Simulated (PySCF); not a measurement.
Spectra and structures to be paired. Method used: PySCF 2.14.0, density-fitted response routines, TDDFT PBE0/def2-SVPD, vertical, gas phase, core orbitals frozen in the response. Geometries: GFN2-xTB; one conformer of each isolated species. Triplets are in the Tamm–Dancoff approximation.

A. `c1([nH]ncc1C)F`
B. `N#CC1=N[SiH2]C1`
C. `CP(C)(C)=N`
D. `C/N=C\[C@H](F)C#N`
E. `N#CC(=O)c1ccccc1`

Lowest singlet levels (six at most, fewer where fewer were computed) with oscillator strengths:

1. 6.35 eV (f 0.002); 6.61 eV (f 0.065); 6.91 eV (f 0.007); 7.00 eV (f 0.000); 7.13 eV (f 0.001); 7.25 eV (f 0.022); T1 4.63 eV
2. 4.74 eV (f 0.002); 5.82 eV (f 0.004); 6.93 eV (f 0.013); 7.18 eV (f 0.013); 7.35 eV (f 0.005); 7.41 eV (f 0.005); T1 3.92 eV
3. 3.66 eV (f 0.000); 4.26 eV (f 0.015); 4.69 eV (f 0.287); 5.77 eV (f 0.000); 6.06 eV (f 0.040); 6.21 eV (f 0.000); T1 3.11 eV
4. 3.64 eV (f 0.000); 5.53 eV (f 0.001); 5.69 eV (f 0.024); 6.18 eV (f 0.003); 6.27 eV (f 0.167); 6.66 eV (f 0.014); T1 3.00 eV
5. 5.50 eV (f 0.040); 6.43 eV (f 0.005); 6.48 eV (f 0.040); 6.78 eV (f 0.022); 6.86 eV (f 0.002); 6.96 eV (f 0.000); T1 5.32 eV

Problem. Which spectrum belongs to which structure?

Solution. 1 = A, 2 = D, 3 = E, 4 = B, 5 = C.
- A: S1 at 6.35 eV, HOMO→LUMO+1 (96%); Löwdin shares by element: HOMO carbon 47% or more, nitrogen 23% or more, fluorine 9% (atoms not listed hold the other 21%); LUMO nitrogen 44%, carbon 35% or more (atoms not listed hold the other 21%); HOMO -6.98 and LUMO 0.45 eV.
- B: S1 at 3.64 eV, HOMO→LUMO (99%); Löwdin shares by element: HOMO nitrogen 62% or more, carbon 21% or more, silicon 10%; LUMO nitrogen 48%, carbon 41% or more; HOMO -7.82 and LUMO -2.27 eV; point group Cs, 1 of its 6 listed states under f = 0.0005.
- C: S1 at 5.50 eV, HOMO→LUMO (95%); Löwdin shares by element: HOMO nitrogen 62%, phosphorus 16%, hydrogen 7% or more, carbon 6% or more; LUMO carbon 42%, hydrogen 9% or more (atoms not listed hold the other 49%); HOMO -6.18 and LUMO 0.40 eV; point group Cs, 1 of its 6 listed states under f = 0.0005.
- D: S1 at 4.74 eV, HOMO→LUMO (97%); Löwdin shares by element: HOMO nitrogen 55% or more, carbon 29% or more (atoms not listed hold the other 16%); LUMO carbon 46% or more, nitrogen 32% or more (atoms not listed hold the other 23%); HOMO -7.77 and LUMO -1.09 eV.
- E: S1 at 3.66 eV, HOMO-2→LUMO (97%); Löwdin shares by element: HOMO carbon 72% or more (atoms not listed hold the other 28%); LUMO carbon 31% or more, oxygen 24%, nitrogen 10% (atoms not listed hold the other 35%); HOMO -8.22 and LUMO -3.05 eV; point group Cs, 3 of its 6 listed states under f = 0.0005.
B and E have S1 within 0.03 eV of each other; their strongest listed levels stand at 6.27 eV (f 0.167) and 4.69 eV (f 0.287).
